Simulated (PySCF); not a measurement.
# Heteronuclear NMR

Cartesian coordinates in Å; atom numbers follow the order of the lines, from 1:
```xyz
18

C     1.9988    1.1919   -0.6492
O     0.9201    0.4199   -1.0569
Si   -0.2761   -0.1943   -0.0947
Si   -1.3481    1.6188    0.9400
Si   -1.4867   -1.2568   -1.7666
Si    0.7226   -1.6243    1.4750
H     1.6613    2.0729   -0.0944
H     2.6677    0.6123   -0.0062
H     2.5469    1.5155   -1.5346
H    -2.7310    1.2920    1.2957
H    -1.4103    2.8287    0.1090
H    -0.6946    2.0592    2.1826
H    -2.0065   -0.3931   -2.8307
H    -2.6605   -1.8570   -1.1198
H    -0.7958   -2.3565   -2.4473
H     1.5610   -0.9316    2.4664
H    -0.2889   -2.3594    2.2383
H     1.6114   -2.6322    0.8819
```

- shieldings: GIAO PBE0/pcSseg-1
- structure optimised with GFN2-xTB
- program: PySCF 2.14.0 with density-fitted response routines
- averaged over atoms made equivalent by symmetry, fast rotation or ring inversion, in vacuum, non-relativistic Hamiltonian, one computed conformer

Task: What are the $^{29}$Si shifts?

Result: 
```json
{"atoms": "Si3", "environment": "silicon bonded to O, 3 Si", "σ (ppm)": "344.2", "δ (ppm)": "-3.0"}
{"atoms": "Si4/Si5/Si6", "environment": "silicon bonded to Si, 3 H", "σ (ppm)": "465.1", "δ (ppm)": "-102.4"}
```

Shieldings were converted by a linear fit to measured shifts: $^{29}$Si (scatter 8.9 ppm rms, 25.8 ppm with the 6 outliers that the fit left out vs TMS, solution or neat liquid). A few per cent of atoms miss by over 2 rms, more outside the fitted compound classes.

On a 500 MHz spectrometer $^{29}$Si resonates near 99.3 MHz, so 1 ppm is 99.3 Hz.

Task: What are the $^{17}$O shifts?

Result: 
```
atoms             environment  σ (ppm)  δ (ppm)
   O2  oxygen bonded to C, Si    354.6    -56.3
```

Shieldings were converted by a linear fit to measured shifts: $^{17}$O (scatter 10.7 ppm rms, 12.2 ppm with the 3 outliers that the fit left out vs liquid water, solution or neat liquid). A few per cent of atoms miss by over 2 rms, more outside the fitted compound classes.

On a 400 MHz spectrometer $^{17}$O resonates near 54.2 MHz, so 1 ppm is 54.2 Hz.
